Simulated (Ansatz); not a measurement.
C2H5BBrCl can be A, `CB(Cl)CBr`, or B, `BCC(Cl)Br`.

Calculated with Ansatz (gas phase, PBE0-D4/def2-TZVP geometries, no zero-point term in ΔE). CBS: MP2 limit from def2 TZ/QZ plus the TZ coupled-cluster correction, frozen cores. DFT in def2-TZVPP. B3LYP here is the variant with VWN-RPA as its local correlation; programs differ in this. For Br outer-core shells are correlated without core-valence functions, which leaves a few kJ/mol of doubt a bond. Scalar relativity is left out up to krypton. Each species was taken in one conformer, which may not be the lowest.

**Question.** Which isomer does CCSD(T)/CBS put lower? Give the gap. (Best estimate.)

**Answer.** Ansatz gave: A, by 220.9 kJ/mol.

**Question.** Give E(B) − E(A) in kJ/mol with HF/def2-TZVPP, B3LYP, PBE-D4, PBE0-D4, MP2/def2-TZVPP, B2PLYP, CCSD(T)/def2-TZVPP. (Best estimate.)

**Answer.** Computed: HF/def2-TZVPP 221.5, B3LYP 222.6, PBE-D4 223.6, PBE0-D4 226.3, MP2/def2-TZVPP 224.8, B2PLYP 223.3, CCSD(T)/def2-TZVPP 223.4. None reverses the order clearly.

Largest T1 diagnostic: 0.010.
